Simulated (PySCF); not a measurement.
Si(I)(SiH3) (H₃ISi₂), SMILES [Si]([SiH3])I (connectivity only; charge and spin as stated), neutral, multiplicity 1.

Geometry: B3LYP-D3(BJ)/def2-SVP. The def2 effective core potentials stand for the cores of I; spin–orbit coupling is left out.

These are B3LYP-D3(BJ)/def2-SVP in PySCF values and carry that method's errors.

Frequencies are harmonic and unscaled.

**Question.** Give all harmonic wavenumbers and intensities. (Estimate from the structure and the level; the computed values follow.)

**Answer.** 
| mode | ν (cm⁻¹) | IR (km/mol) | Raman (Å⁴/amu) | depolarisation | moving atoms (share of kinetic energy) |
|---|---|---|---|---|---|
| 1 | 64 | 0.8 | 0.5 | 0.75 | H 94 % |
| 2 | 111 | 0.8 | 4.7 | 0.54 | Si 66 %, I 20 %, H 14 % |
| 3 | 328 | 49.3 | 20.6 | 0.23 | Si 76 %, I 18 % |
| 4 | 382 | 13.8 | 27.6 | 0.33 | Si 92 % |
| 5 | 390 | 24.6 | 10.1 | 0.75 | H 92 %, Si 8 % |
| 6 | 503 | 6.5 | 10.8 | 0.68 | H 79 %, Si 21 % |
| 7 | 857 | 257.4 | 9.8 | 0.53 | H 91 %, Si 9 % |
| 8 | 926 | 62.6 | 24.9 | 0.71 | H 97 % |
| 9 | 943 | 32.5 | 37.3 | 0.75 | H 97 % |
| 10 | 2187 | 84.8 | 288.6 | 0.03 | H 99 % |
| 11 | 2199 | 91.8 | 143.9 | 0.74 | H 96 % |
| 12 | 2204 | 79.8 | 98.5 | 0.75 | H 96 % |
